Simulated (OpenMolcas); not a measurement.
**Levels of N³⁺ by method**

* Program: OpenMolcas
* Basis: ANO-RCC-VDZP [3s2p1d]
* Scalar Hamiltonian: DKH2, point nucleus
* Active space: 2 electrons in 9 orbitals (RAS2 2s 2p; RAS3 3d, at most 2 electrons)
* State averaging: 2S+1 = 3 even, 3 roots; 2S+1 = 1 even, 7 roots; 2S+1 = 3 odd, 3 roots; 2S+1 = 1 odd, 3 roots
* Spin-orbit coupling: RASSI with atomic mean-field integrals over the reference wave functions, term energies averaged over their components

Methods on the same reference wave functions:
A. RASSCF
B. SS-RASPT2, IPEA 0.25 Eh, imaginary shift 0.1 Eh (closed shells correlated: 1s)
C. MS-RASPT2, IPEA 0.25 Eh, imaginary shift 0.1 Eh (closed shells correlated: 1s)

Energies in cm⁻¹ above 2s² ¹S₀, the measured ground level; measured values from Moore, Selected Tables of Atomic Spectra, NSRDS-NBS 3, section 4.

```tsv
Level	A	B	C	Measured
2s² ¹S₀	0.0	0.0	0.0	0.0
2s 2p ³P°₀	67241	67432	67433	67209
2s 2p ³P°₁	67306	67497	67498	67272
2s 2p ³P°₂	67436	67626	67627	67416
2s 2p ¹P°₁	134012	133803	133804	130694
2p² ³P₀	176941	176844	176845	175535
2p² ³P₁	177005	176908	176909	175608
2p² ³P₂	177133	177036	177037	175733
2p² ¹D₂	191362	191208	191209	188882
2p² ¹S₀	243868	241631	241633	235369
```

Deviations, from unrounded energies. A percentage is the sum of absolute deviations over the sum of measured energies, with the sign that they share, or ± where signs differ.

```json
{"Against measurement": "mean absolute deviation (cm-1)", "Levels": "9", "A": "2100", "B": "1800", "C": "1800"}
{"Against measurement": "other configurations (%)", "Levels": "9", "A": "+1.4", "B": "+1.3", "C": "+1.3"}
```

B, C lie about equally close to measurement and A furthest from it. The largest miss of B in the table is 2p² ¹S₀, by +6300 cm-1. The ranking rests on the paired levels alone, and a cruder setting can come out closer through cancelling errors.

Between B and C no level of the table moves by more than 5 cm-1.

The lowest spin-free term lies below A's lowest term by 0.002 hartree in B, 0.002 hartree in C.

Active for correlation alone: 3d; no level in the range computed is led by a configuration that fills it, so any true level of that kind is missing. The basis is small and was not contracted for so high a charge. Computed and measured levels are paired by configuration, term and J; levels that our copy of the source lacks, or whose pairing is in doubt (as where it misses far off the trend of its configuration), stay unpaired and out of the deviations. Only configurations of the active space appear.

° marks odd parity.
